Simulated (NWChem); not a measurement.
System: SiHF cation, doublet; SMILES of the neutral closed-shell parent F[SiH]

NWChem input:

```
start job
memory heap 200 mb stack 900 mb global 1100 mb
charge 1
geometry units angstroms
  Si     0.138923     0.559288     0.000000
  H     -1.183743     1.315664     0.000000
  F     -0.030179    -1.002966     0.000000
end
basis spherical
  * library def2-svp
end
dft
  odft
  mult 2
  xc xpbe96 cpbe96
  iterations 150
end
driver
  maxiter 120
end
task dft optimize
task dft freq
```

In the optimisation the excess spin sits in a' (Cs, its own frame). This spin state was assumed; another may lie lower. No stability test was run on the SCF state.

The level has its own optimisation; frequencies are unscaled.

Q: Give the results of this calculation. (PBE/def2-SVP, spin-unrestricted.) Quantities: r H–Si (Å); r F–Si (Å); highest harmonic frequency (cm⁻¹); lowest (cm⁻¹); zero-point energy (kcal/mol).

A: r H–Si (Å): 1.545
r F–Si (Å): 1.590
highest harmonic frequency (cm⁻¹): 1866
lowest (cm⁻¹): 618
zero-point energy (kcal/mol): 4.9
